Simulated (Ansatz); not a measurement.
# Worked example: C4H7F + Sn(CH3)(NH2) → C4H9N + Sn(CH3)F

Species: C4H7F `FC1CCC1`, singlet; Sn(CH3)(NH2), singlet; C4H9N (cyclobutylamine) `NC1CCC1`, singlet; Sn(CH3)F, singlet. The partners trade F for NH2: C–F and Sn–NH2 bonds give way to C–NH2 and Sn–F.

Shapes, held fixed at every level: PBE0-D4/def2-TZVP. Flexible molecules stand in one conformer, not always the lowest. Programs: Ansatz 0.2.0. The zero-point and thermal change to 298 K, harmonic and unscaled (PBE0-D4/def2-TZVP), is +2.3 kJ/mol.

At CCSD(T)/def2-TZVPP; 1 Eh = 2625.50 kJ/mol:

| species | energy (Eh) |
| --- | --- |
| C4H7F | -256.058158 |
| Sn(CH3)(NH2) | -309.379432 |
| C4H9N | -212.189037 |
| Sn(CH3)F | -353.267349 |

Task: Work out ΔH(298 K) of the reaction at this level.

Result: 
1. Products less reactants: (-212.189037) + (-353.267349) − [(-256.058158) + (-309.379432)] = -0.018796 Eh = -49.3 kJ/mol.
2. With the thermal change: -49.3 + (+2.3) = -47.0 kJ/mol.

Other levels give -53.9 (wB97X-V/def2-TZVPP) to -49.5 kJ/mol (r2SCAN0-D4/def2-TZVPP). No measured value is set beside it here. For atoms past krypton def2 sets carry core potentials with scalar relativity. Outer-core shells of Sn are correlated in most correlated rows, in sets that cover them unevenly.
